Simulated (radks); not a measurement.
Q: Isoelectronic series with 15 electrons, each ion in its NIST ground configuration. All-electron calculation, non-relativistic Kohn-Sham, PBEsol, spin-polarised, spherical densities, point nucleus; open shells are filled with parallel spins first. Program: a radial shooting solver on a logarithmic mesh with Libxc functionals. Total energies (hartree) and orbital eigenvalues (hartree) (* marks an orbital that is empty in some or all of the ions):

| ion | configuration | E (hartree) | 3p down* | 3p up | 3s down |
|---|---|---|---|---|---|
| P | [Ne] 3s2 3p3 | -340.52939 | -0.13696 | -0.22981 | -0.43959 |
| S+ | [Ne] 3s2 3p3 | -396.93370 | -0.53774 | -0.65640 | -0.92584 |
| Cl2+ | [Ne] 3s2 3p3 | -457.93623 | -1.07104 | -1.21341 | -1.54445 |
| Ar3+ | [Ne] 3s2 3p3 | -523.52330 | -1.72808 | -1.89306 | -2.28657 |
| Ca5+ | [Ne] 3s2 3p3 | -668.42185 | -3.39817 | -3.60657 | -4.12630 |
| Sc6+ | [Ne] 3s2 3p3 | -747.72465 | -4.40723 | -4.63681 | -5.21999 |
| Ti7+ | [Ne] 3s2 3p3 | -831.59276 | -5.53076 | -5.78128 | -6.42805 |
| V8+ | [Ne] 3s2 3p3 | -920.02435 | -6.76803 | -7.03931 | -7.74977 |
| Cr9+ | [Ne] 3s2 3p3 | -1013.01801 | -8.11852 | -8.41043 | -9.18464 |
| Mn10+ | [Ne] 3s2 3p3 | -1110.57267 | -9.58183 | -9.89426 | -10.73228 |

Estimate the row of K4+ ([Ne] 3s2 3p3).

A: E (hartree) -593.68690; 3p down* -2.50461; 3p up -2.69152; 3s down -3.14799.
